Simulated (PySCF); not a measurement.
**Electron correlation in V (vanadium, neutral)**

[Ar] 3d4 4s1, high-spin 6D determinant (an excited configuration). Calculation: PySCF 2.14, in aug-cc-pVTZ (8s7p5d3f2g, 93 functions); the non-relativistic Hamiltonian (point nucleus). Frozen: [Ar]; 5 electrons correlated.

```tsv
level	correlation energy (mhartree)
CCSD	-69.55
(T)	-2.19
CCSD(T)	-71.74
```

Diagnostics: T1 = 0.021, D1 = 0.0365, largest double amplitude 0.028.

Problem. Is a single reference adequate?

Solution. Yes: T1 lies below 0.03 and no double amplitude reaches 0.07.
